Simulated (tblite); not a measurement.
C₅H₁₀F₃PSi.
SMILES with atom numbers: `[F:1][C:2]([F:3])([F:4])[P:5]1[CH2:6][CH2:7][CH2:8][C@@H:9]1[SiH3:10]` (hydrogens: H11, H12 on C6; H13, H14 on C7; H15, H16 on C8; H17 on C9; H18, H19, H20 on Si10)

Computed with GFN2-xTB (tblite), gas phase: L-BFGS steps from a force-field or distance-geometry start until the largest atomic force falls under 0.01 eV/Å.

Step 2: E = -931.9919 eV
```
atom  x, y, z in Å  |  force x, y, z in eV/Å
F1     -2.4421    2.1313   -0.3325   -0.397   0.067   0.208
C2     -1.1231    2.0654   -0.1305    0.257  -0.965  -0.559
F3     -0.9091    1.9338    1.1772   -0.010   0.351   0.276
F4     -0.6252    3.2298   -0.5781    0.175  -0.087   0.453
P5     -0.4926    0.6574   -1.2820    0.085   0.053  -1.001
C6     -1.6396   -0.7865   -0.9291    0.390   0.030   0.144
C7     -0.8519   -1.8501   -0.1448    0.247   0.393  -0.034
C8      0.4651   -1.2747    0.3980   -0.445   0.054  -0.287
C9      0.9807   -0.1896   -0.5295   -0.090   0.208   0.092
Si10    2.2771    0.9172    0.3300    0.003   0.021   0.004
H11    -2.5870   -0.5263   -0.4400    0.287   0.163  -0.196
H12    -1.8431   -1.1939   -1.9221   -0.303   0.150  -0.014
H13    -0.6535   -2.7168   -0.7748    0.035   0.064  -0.045
H14    -1.4305   -2.1642    0.6934   -0.533  -0.457   0.568
H15     0.3327   -0.8722    1.3985   -0.142  -0.003   0.130
H16     1.1813   -2.0700    0.4251    0.549  -0.433   0.320
H17     1.4899   -0.6705   -1.3827   -0.293   0.201  -0.005
H18     1.6805    1.7508    1.3599   -0.061   0.096   0.019
H19     3.2130    0.0052    0.9666    0.151  -0.185   0.120
H20     2.9723    1.6345   -0.7153    0.095   0.277  -0.193
```

Step 3: E = -932.0897 eV
```
atom  x, y, z in Å  |  force x, y, z in eV/Å
F1     -2.4438    2.1336   -0.3252   -0.346  -0.061   0.138
C2     -1.1211    2.0460   -0.1361    0.130  -0.693  -0.497
F3     -0.9114    1.9486    1.1771    0.040   0.028   0.185
F4     -0.6246    3.2159   -0.5597    0.285   0.081   0.198
P5     -0.4891    0.6607   -1.3319    0.062  -0.131  -0.031
C6     -1.6291   -0.7814   -0.9300    0.240  -0.028   0.030
C7     -0.8534   -1.8521   -0.1363    0.079   0.336  -0.010
C8      0.4632   -1.2823    0.4002   -0.205   0.156  -0.281
C9      0.9727   -0.1844   -0.5289    0.034   0.203   0.003
Si10    2.2891    0.9228    0.3334   -0.274  -0.078  -0.083
H11    -2.5796   -0.5228   -0.4455    0.324   0.244  -0.154
H12    -1.8520   -1.1861   -1.9196   -0.264   0.020  -0.024
H13    -0.6517   -2.7117   -0.7759   -0.004   0.036  -0.004
H14    -1.4425   -2.1763    0.7062   -0.302  -0.278   0.202
H15     0.3274   -0.8727    1.3980   -0.100  -0.027   0.129
H16     1.1943   -2.0798    0.4349    0.254  -0.109   0.249
H17     1.4801   -0.6636   -1.3838   -0.202   0.148   0.021
H18     1.6778    1.7539    1.3608   -0.013   0.067  -0.015
H19     3.2154    0.0010    0.9690    0.159  -0.171   0.111
H20     2.9732    1.6414   -0.7193    0.103   0.259  -0.169
```

Step 4: E = -932.1259 eV
```
atom  x, y, z in Å  |  force x, y, z in eV/Å
F1     -2.4489    2.1331   -0.3195   -0.094  -0.151   0.076
C2     -1.1193    2.0273   -0.1455   -0.023  -0.185  -0.148
F3     -0.9119    1.9552    1.1787    0.033  -0.176  -0.083
F4     -0.6195    3.2099   -0.5481    0.224  -0.096   0.075
P5     -0.4863    0.6594   -1.3545    0.049  -0.170   0.297
C6     -1.6209   -0.7791   -0.9312    0.094  -0.039  -0.066
C7     -0.8548   -1.8496   -0.1310   -0.015   0.100  -0.019
C8      0.4615   -1.2841    0.3979   -0.010   0.170  -0.060
C9      0.9693   -0.1786   -0.5293    0.026   0.116  -0.012
Si10    2.2905    0.9244    0.3338   -0.190  -0.068  -0.105
H11    -2.5705   -0.5167   -0.4506    0.287   0.292  -0.095
H12    -1.8605   -1.1822   -1.9184   -0.210  -0.043  -0.008
H13    -0.6510   -2.7083   -0.7762   -0.035   0.074   0.055
H14    -1.4519   -2.1859    0.7135   -0.123  -0.127  -0.040
H15     0.3233   -0.8735    1.3994   -0.061  -0.051   0.032
H16     1.2030   -2.0843    0.4435    0.036   0.114   0.175
H17     1.4722   -0.6580   -1.3840   -0.116   0.101  -0.015
H18     1.6764    1.7564    1.3608    0.008   0.045  -0.036
H19     3.2190   -0.0036    0.9719    0.076  -0.088   0.047
H20     2.9752    1.6488   -0.7238    0.045   0.181  -0.070
```

Q: Estimate the geometry and energy of step 5. (The exact step hangs on the optimiser's Hessian estimate; all steps are aligned on step 4, rigid shifts and turns removed.)

A: E = -932.1413 eV, largest force 0.377 eV/Å
```
atom  x, y, z in Å  |  force x, y, z in eV/Å
F1     -2.4520    2.1301   -0.3160    0.027  -0.165   0.032
C2     -1.1193    2.0178   -0.1509   -0.070   0.036   0.044
F3     -0.9116    1.9545    1.1772    0.027  -0.260  -0.155
F4     -0.6138    3.2052   -0.5422    0.158  -0.192   0.012
P5     -0.4843    0.6560   -1.3582    0.034  -0.104   0.261
C6     -1.6162   -0.7788   -0.9330    0.022  -0.041  -0.101
C7     -0.8557   -1.8474   -0.1293   -0.045  -0.024   0.022
C8      0.4610   -1.2819    0.3966    0.057   0.092   0.059
C9      0.9683   -0.1745   -0.5297   -0.003   0.031   0.013
Si10    2.2881    0.9240    0.3321   -0.032  -0.018  -0.080
H11    -2.5620   -0.5091   -0.4541    0.217   0.306  -0.040
H12    -1.8675   -1.1815   -1.9181   -0.170  -0.061  -0.002
H13    -0.6514   -2.7055   -0.7753   -0.030   0.062   0.053
H14    -1.4574   -2.1917    0.7153   -0.026  -0.037  -0.150
H15     0.3206   -0.8748    1.4002   -0.049  -0.029   0.005
H16     1.2068   -2.0838    0.4499   -0.060   0.207   0.127
H17     1.4672   -0.6540   -1.3844   -0.066   0.070  -0.046
H18     1.6760    1.7582    1.3602    0.017   0.027  -0.052
H19     3.2215   -0.0068    0.9737   -0.002  -0.015  -0.011
H20     2.9767    1.6547   -0.7265   -0.007   0.117   0.007
```

The energy changes by -0.0155 eV. The first-order estimate −F·Δx gives -0.0205 eV and the mean of the old and new forces, exact on a quadratic surface, -0.0155 eV. The step makes an angle of 37° with the force vector and moves no atom by more than 0.012 Å.

The cost below is that of the whole relaxation. The run took 0.89 s of wall time on one thread, Arm Neoverse V2 (aarch64), shared host.
